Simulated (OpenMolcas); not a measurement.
A calculation on Nb²⁺.

- Program: OpenMolcas
- Method: MS-CASPT2, IPEA 0.25 Eh, imaginary shift 0.1 Eh (closed shells correlated: 4s 4p)
- Basis: ANO-RCC-VTZP [7s6p4d2f1g]
- Scalar Hamiltonian: DKH2, point nucleus
- Active space: 3 electrons in 6 orbitals (4d 5s)
- State averaging: 2S+1 = 4 even, 20 roots; 2S+1 = 2 even, 70 roots
- Spin-orbit coupling: state interaction with AMFI integrals over the reference wave functions, term energies averaged over their components

Question: Which level of the active space comes out lowest?

Answer: 4d³ ⁴F_3/2, with 99 % of that term; it is also the measured ground level.

Question: How high does 4d³ ²H_9/2 lie?

Answer: 13610 cm⁻¹ above the lowest level; measured 12916 cm⁻¹ above the ground level, so the calculation is off by +5 %.

Question: How high does 4d³ ⁴F_7/2 lie?

Answer: 1223 cm⁻¹ above the lowest level; measured 1177 cm⁻¹ above the ground level, so the calculation is off by +4 %.

Question: How high does 4d³ ²D_3/2(1) [73 %] lie?

Answer: 13500 cm⁻¹ above the lowest level.

Question: The level at 11320 cm⁻¹ has J = 3/2. What is it made of, and what is its g factor?

Answer: 54 % 4d³ ²P_3/2, 23 % 4d³ ²D(1), 23 % 4d³ ⁴P; g = 1.298, against 1.334 from Landé's formula for the pure leading term.

Measured values: the list in Shadmi, J. Res. Natl. Bur. Stand. 70A, 435 (1966).

CASPT2 breaks the degeneracy within a term, and the mean is taken; among the terms shown or strongly mixed into the levels shown the widest spread is 730 cm-1 (4d³ ⁴F). Measured partners are found by configuration, term and J. A level has none where our copy of the source lacks it or the pairing is in doubt (some pairs that miss far off the trend of their configuration count as doubtful), and it then counts in no deviation. Only configurations of the active space appear.

A share in square brackets marks a mixed level and gives the weight of the term that names it. A number in round brackets counts repeated terms of one configuration in the order of the reference energies.
